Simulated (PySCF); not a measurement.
Correlation energy of N⁺ (nitrogen, charge +1)

Starting occupation: [He] 2s1 2p2 3s1, 2s1/2 with m_j = +1/2, 2p3/2 with m_j = +1/2, +3/2, 3s1/2 with m_j = +1/2. Computed with PySCF 2.14 in x2c-SVPall-2c with one added diffuse shell of s type (4s2p1d, 15 functions), with X2C-1e with screened-nucleus spin-orbit coupling, Gaussian nucleus. Frozen: 1s2; 4 electrons correlated.

MP2 pair energies summed by pair of shells (mhartree):

```json
{"pair": "2p-2p", "energy": "-4.78", "share (%)": "41.4"}
{"pair": "2p-2s", "energy": "-3.65", "share (%)": "31.6"}
{"pair": "2p-3s", "energy": "-2.43", "share (%)": "21.1"}
{"pair": "2s-3s", "energy": "-0.69", "share (%)": "5.9"}
```

Total MP2 correlation energy: -11.55 mhartree.

The GHF reference relaxed away from the jj start to a determinant that is no pure jj level (⟨S²⟩ = 6.00, ⟨J²⟩ = 12.00); the energies belong to that determinant.
